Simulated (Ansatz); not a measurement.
The cluster Au2Cl2⁺. The state is a doublet with charge 1. Geometry PBE0-D4/def2-SVP.

```xyz
4

Au   -1.848    0.851    2.000
Au    0.610   -0.256   -0.697
Cl   -0.222   -0.749    1.413
Cl    1.459    0.155   -2.717
```

In the def2 sets Au takes a core potential; there is no spin–orbit coupling. LC-ωPBE has ω = 0.4 bohr⁻¹. B3LYP takes the VWN-RPA correlation. HSE06 is defined as in plane-wave codes, on full-range PBE exchange. At PBE-D4/def2-SVP the gap within one spin of the charge 1 doublet nearly closes, so an electron or hole may be smeared out by delocalisation error. The structure comes from a short search, and lower isomers may exist.

Problem. Estimate the α-spin orbital energies around the gap (eV) in Ansatz with PBE-D4/def2-SVP, PBE-D4/def2-TZVP, B3LYP-D4/def2-TZVP, HSE06-D4/def2-TZVP, LC-ωPBE/def2-TZVP.

Solution. 
```json
{"orbital": "HOMO−5", "PBE-D4/def2-SVP": "-13.08", "PBE-D4/def2-TZVP": "-13.06", "B3LYP-D4/def2-TZVP": "-14.27", "HSE06-D4/def2-TZVP": "-14.15", "LC-ωPBE/def2-TZVP": "-17.22"}
{"orbital": "HOMO−4", "PBE-D4/def2-SVP": "-13.07", "PBE-D4/def2-TZVP": "-13.06", "B3LYP-D4/def2-TZVP": "-14.27", "HSE06-D4/def2-TZVP": "-14.15", "LC-ωPBE/def2-TZVP": "-17.17"}
{"orbital": "HOMO−3", "PBE-D4/def2-SVP": "-12.82", "PBE-D4/def2-TZVP": "-12.78", "B3LYP-D4/def2-TZVP": "-13.89", "HSE06-D4/def2-TZVP": "-13.76", "LC-ωPBE/def2-TZVP": "-16.97"}
{"orbital": "HOMO−2", "PBE-D4/def2-SVP": "-12.55", "PBE-D4/def2-TZVP": "-12.50", "B3LYP-D4/def2-TZVP": "-13.53", "HSE06-D4/def2-TZVP": "-13.36", "LC-ωPBE/def2-TZVP": "-16.16"}
{"orbital": "HOMO−1", "PBE-D4/def2-SVP": "-12.55", "PBE-D4/def2-TZVP": "-12.48", "B3LYP-D4/def2-TZVP": "-13.51", "HSE06-D4/def2-TZVP": "-13.29", "LC-ωPBE/def2-TZVP": "-16.13"}
{"orbital": "HOMO", "PBE-D4/def2-SVP": "-12.16", "PBE-D4/def2-TZVP": "-12.12", "B3LYP-D4/def2-TZVP": "-13.22", "HSE06-D4/def2-TZVP": "-13.04", "LC-ωPBE/def2-TZVP": "-15.89"}
{"orbital": "LUMO", "PBE-D4/def2-SVP": "-10.06", "PBE-D4/def2-TZVP": "-10.03", "B3LYP-D4/def2-TZVP": "-9.19", "HSE06-D4/def2-TZVP": "-9.17", "LC-ωPBE/def2-TZVP": "-6.18"}
{"orbital": "LUMO+1", "PBE-D4/def2-SVP": "-7.18", "PBE-D4/def2-TZVP": "-7.15", "B3LYP-D4/def2-TZVP": "-6.36", "HSE06-D4/def2-TZVP": "-6.42", "LC-ωPBE/def2-TZVP": "-3.50"}
{"orbital": "LUMO+2", "PBE-D4/def2-SVP": "-5.12", "PBE-D4/def2-TZVP": "-5.15", "B3LYP-D4/def2-TZVP": "-4.72", "HSE06-D4/def2-TZVP": "-4.77", "LC-ωPBE/def2-TZVP": "-2.71"}
{"orbital": "LUMO+3", "PBE-D4/def2-SVP": "-4.81", "PBE-D4/def2-TZVP": "-4.82", "B3LYP-D4/def2-TZVP": "-4.40", "HSE06-D4/def2-TZVP": "-4.42", "LC-ωPBE/def2-TZVP": "-2.39"}
{"orbital": "LUMO+4", "PBE-D4/def2-SVP": "-4.29", "PBE-D4/def2-TZVP": "-4.38", "B3LYP-D4/def2-TZVP": "-3.97", "HSE06-D4/def2-TZVP": "-4.01", "LC-ωPBE/def2-TZVP": "-1.94"}
{"orbital": "LUMO+5", "PBE-D4/def2-SVP": "-3.79", "PBE-D4/def2-TZVP": "-3.89", "B3LYP-D4/def2-TZVP": "-3.48", "HSE06-D4/def2-TZVP": "-3.49", "LC-ωPBE/def2-TZVP": "-1.44"}
{"orbital": "β HOMO", "PBE-D4/def2-SVP": "-11.98", "PBE-D4/def2-TZVP": "-11.96", "B3LYP-D4/def2-TZVP": "-13.08", "HSE06-D4/def2-TZVP": "-12.91", "LC-ωPBE/def2-TZVP": "-15.82"}
{"orbital": "β LUMO", "PBE-D4/def2-SVP": "-11.86", "PBE-D4/def2-TZVP": "-11.80", "B3LYP-D4/def2-TZVP": "-11.27", "HSE06-D4/def2-TZVP": "-11.41", "LC-ωPBE/def2-TZVP": "-8.74"}
```
